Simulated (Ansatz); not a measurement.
```yaml
crystal:
  periodic: [false, false, false]
  atoms:
    - {symbol: B, position_ang: [-1.121707, -1.976883, 0.556362]}
    - {symbol: C, position_ang: [-0.171328, -1.180324, 1.128399]}
    - {symbol: C, position_ang: [0.290855, 0.005109, 0.045759]}
    - {symbol: Xx, position_ang: [0.506550, 1.223236, -0.372195]}
    - {symbol: C, position_ang: [1.215039, 2.013294, -0.973046]}
    - {symbol: H, position_ang: [-1.660925, -1.466280, -0.318281]}
    - {symbol: H, position_ang: [-1.349634, -2.879035, 1.067647]}
    - {symbol: H, position_ang: [0.735474, -1.532875, 1.812140]}
    - {symbol: H, position_ang: [0.373397, 2.587523, -1.813682]}
    - {symbol: H, position_ang: [1.755695, 2.887465, -0.759186]}
basis:
  gaussian: {orbitals: def2-SVPD, fitting: {mean_field: def2-universal-jkfit}}
hamiltonian: {xc: {name: LC-wPBE}}
```

```sh
$ ansatz run in.yaml --threads 2 --pin off --events-out ev --progress --plain --max-ram 4352MiB
```

Shortened log:

```
Error: YAML parse error: error: line 7 column 16: `Xx` is not an element symbol (H … Og, case-exact)
 --> <input>:7:16
5 |     - {symbol: C, position_ang: [-0.171328, -1.180324, 1.128399]}
6 |     - {symbol: C, position_ang: [0.290855, 0.005109, 0.045759]}
7 |     - {symbol: Xx, position_ang: [0.506550, 1.223236, -0.372195]}
8 |     - {symbol: C, position_ang: [1.215039, 2.013294, -0.973046]}
9 |     - {symbol: H, position_ang: [-1.660925, -1.466280, -0.318281]}
```

Task: What is wrong with this run?

Result: An element symbol is wrong. The program refused the input.
